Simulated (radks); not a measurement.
Results of a calculation; reference values are marked as such.
Ionisation of Mo+, [Kr] 4d5, to Mo2+, [Kr] 4d4, under several functionals. Scalar-relativistic Kohn-Sham, spin-polarised, spherical densities, finite nucleus; open shells are filled with parallel spins first (spin-orbit coupling, left out, can overturn this in heavy ions); a radial shooting solver on a logarithmic mesh with Libxc functionals.

| functional | E(Mo+) (hartree) | Exc (hartree) | IE (eV) | -e(HOMO) (eV) | <r> HOMO (bohr) | IE error (eV) |
|---|---|---|---|---|---|---|
| r2SCAN | -4049.08688 | -124.01618 | 16.710 | 11.589 | 1.846 | +0.550 |
| BLYP | -4048.96700 | -124.00769 | 16.245 | 11.132 | 1.873 | +0.085 |
| TASK exchange with Perdew-Wang LDA correlation | -4048.10503 | -122.98148 | 16.639 | 11.496 | 1.809 | +0.479 |
| LDA (Slater exchange, VWN5 correlation) | -4044.24654 | -119.23660 | 16.650 | 11.553 | 1.871 | +0.490 |
| AM05 | -4044.44962 | -119.45200 | 16.495 | 11.396 | 1.866 | +0.335 |
| exchange-only LDA | -4040.42475 | -115.34390 | 15.712 | 10.725 | 1.903 | -0.448 |
| OLYP | -4050.11259 | -125.27787 | 16.394 | 11.220 | 1.844 | +0.234 |
| SOGGA | -4045.97077 | -120.98946 | 16.458 | 11.353 | 1.866 | +0.298 |

NIST Atomic Spectra Database: 16.2 eV (semi-empirical). Closest: BLYP. The Delta-SCF values span 1.00 eV, the total energies 9.69 hartree. The highest occupied level is 4d. Open shells are spherical and high-spin; term and fine-structure splittings are not resolved.
